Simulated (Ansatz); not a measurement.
Harmonic frequencies (cm⁻¹) at PBE0-D4/def2-TZVP from Ansatz: 24, 88, 130, 267, 402, 432, 462, 495, 556, 582, 664, 706, 710, 741, 1006, 1244, 1437, 1907, 1971, 1973, 3834.

Each molecule was computed in one conformer, which needn't be the lowest.

Problem. Which molecule is it?
A. `[CH]1=[CH][GeH2][AlH]1`
B. `ClB1CCO1`
C. `O[Si@H]1O[C@H]1F`
D. `OB(F)[S][SnH3]`

Solution. D.
